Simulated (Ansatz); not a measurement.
Harmonic frequencies (cm⁻¹) at PBE0-D4/def2-TZVP from Ansatz: 688, 923, 923, 2297, 2362, 2362.

(1) Which molecule is it?
A. `[AsH3+]`•
B. `N#[O+]`
C. `C#P`
D. `I[As](I)I`

Results:

(1) A.
